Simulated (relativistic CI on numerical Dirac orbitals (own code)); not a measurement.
# Crystal-field levels of Rh4+, 4d5

Calculated by Dirac-Coulomb-Breit CI, separate exchange-only KLI orbitals for each configuration, model QED, valence Slater integrals scaled by 0.7, one configuration in a parametric crystal field (own radial code).

Field parameters in Wybourne normalisation: Oh B⁴₀ = 21Dq, B⁴₄ = √(5/14) B⁴₀. The field is a parameter set, without covalency.

S is read from ⟨S²⟩ = S(S + 1).

Levels (cm⁻¹, degeneracy): 0 (2), 2646 (4), 29421 (4), 29753 (2), 30261 (4), 30643 (2), 35216 (2), 35318 (4), 35672 (4), 35812 (2), 39625 (4), 40172 (2).

Problem. Which field gives this pattern?
A. Oh, 10Dq = 7250 cm⁻¹
B. Oh, 10Dq = 24650 cm⁻¹
C. Oh, 10Dq = 30450 cm⁻¹
D. Oh, 10Dq = 42050 cm⁻¹

Solution. D. Oh, 10Dq = 42050 cm⁻¹, ground level with S = 0.51.
